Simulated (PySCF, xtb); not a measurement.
H3O4S, SMILES O=S(O)(O)=[OH+], charge +1.

GFN2-xTB (xtb) at its own geometry gives an orbital gap of 8.97 eV.

The structure is a stationary point at PBE0-D3(BJ)/def2-SVP. The isomer is the one that the SMILES or the coordinates give; other isomers of the formula were not compared. One conformer was computed; it need not be the lowest.

Task: What does PySCF with M06-2X/def2-TZVP give? (Estimate from the structure and the level; the computed values follow.)

Result: gap 13.23 eV (levels -18.14 and -4.91 eV).
